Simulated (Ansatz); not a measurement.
Input file for `C[O][Ge]([CH3])([OH])[Cl]`:

```yaml
crystal:
  periodic: [false, false, false]
  atoms:
    - {symbol: C, position_ang: [-0.346691, 1.325244, 1.733801]}
    - {symbol: O, position_ang: [-0.749818, 0.798491, 0.487403]}
    - {symbol: Ge, position_ang: [0.190599, -0.465070, -0.292383]}
    - {symbol: C, position_ang: [-0.607415, -0.849386, -1.993298]}
    - {symbol: O, position_ang: [1.875790, 0.040717, -0.449189]}
    - {symbol: Cl, position_ang: [0.225671, -2.177383, 1.031886]}
    - {symbol: H, position_ang: [0.660871, 1.752879, 1.686217]}
    - {symbol: H, position_ang: [-0.370758, 0.562890, 2.520557]}
    - {symbol: H, position_ang: [-1.047071, 2.118985, 2.000138]}
    - {symbol: H, position_ang: [-0.498870, 0.022674, -2.638650]}
    - {symbol: H, position_ang: [-1.665133, -1.070465, -1.855758]}
    - {symbol: H, position_ang: [-0.108730, -1.703927, -2.448525]}
    - {symbol: H, position_ang: [2.441564, -0.355630, 0.217812]}
basis:
  gaussian: {orbitals: def2-TZVPP}
correlation: {method: ccsd_t}
```

```sh
$ ansatz run in.yaml --threads 2 --pin off --events-out ev --progress --plain --max-ram 32768MiB --backend cuda --devices 0, --max-vram 18GiB
```

The program prints (abridged):

```
Functional definition: HF
1889 factors; integrals over basis functions are off by at most 1.1e-3 eV
mean field evaluation 1: about -75224.1288 eV, gradient 5.0e1 eV
mean field evaluation 2: about -75224.3886 eV, gradient 5.1e1 eV
mean field evaluation 4: about -75229.3021 eV, gradient 4.8e0 eV
mean field evaluation 8: about -75229.3761 eV, gradient 2.8e-1 eV
mean field -75229.37635709 eV, -2764.6285888203 hartree, gradient 3.6e-6 eV, S^2 0.000000; 0 other end points of the search recorded, 0 dependent functions left out
18 core orbitals not correlated: weight in the atoms' cores, before any rotation towards them, 1.000 or more for the frozen orbitals, at most 0.000 for the correlated occupied ones
reference -75229.37635709 eV, -2764.6285888203 hartree; 24, 24 occupied and 270, 270 virtual orbitals, 1889 factors
second order -34.58218971 eV of doubles, -0.00000000 eV of singles
cycle   1  -34.65485512 eV  change   -7.3e-2 eV  update   1.2e-1
cycle   2  -35.48244564 eV  change   -8.3e-1 eV  update   3.5e-2
cycle   3  -35.65298152 eV  change   -1.7e-1 eV  update   1.7e-2
cycle   4  -35.63733588 eV  change    1.6e-2 eV  update   3.8e-3
cycle   5  -35.63577286 eV  change    1.6e-3 eV  update   1.8e-3
cycle   6  -35.63689389 eV  change   -1.1e-3 eV  update   5.5e-4
cycle   7  -35.63662115 eV  change    2.7e-4 eV  update   2.3e-4
cycle   8  -35.63655818 eV  change    6.3e-5 eV  update   6.2e-5
cycle   9  -35.63657904 eV  change   -2.1e-5 eV  update   2.3e-5
perturbative correction -1.38445228 eV, -0.0508776831 hartree
Total energy: -75266.39738842 eV, -2765.9890866278 hartree
```

It took 9 s on 2 threads of an AMD EPYC 7R13 on a shared host and a share of an NVIDIA H100 80 GB, with 0.86 GiB of host memory at the peak.

MP2 recovers 93.4 % of the CCSD(T) correlation energy and the triples give 3.7 %; T1 = 0.0110.
